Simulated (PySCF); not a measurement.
B3LYP has the VWN-RPA correlation part, as in Gaussian. 

## H$_{2}$B$_{2}$Si, SMILES `B1B=[SiH]1` (charge 0, multiplicity 1)

Calculation: B3LYP-D3(BJ)/def2-TZVP (PySCF).

The HOMO comes out as -6.82 eV and the dipole moment comes out as 2.14 D. The HOMO–LUMO gap comes out as 4.16 eV, the LUMO is -2.65 eV and the total energy is -340.2991 Ha. The cost is around 10 core-seconds (rough).

Bonded distances (Å): B1–Si2 1.772, B1–B3 1.530, Si2–B3 2.048, Si2–H4 1.485, B3–H5 1.178. Bond angles (°): Si2–B1–B3 76.2, B1–Si2–B3 46.5, B1–Si2–H4 168.8, B3–Si2–H4 144.7, B1–B3–Si2 57.2, B1–B3–H5 167.0, Si2–B3–H5 135.8.
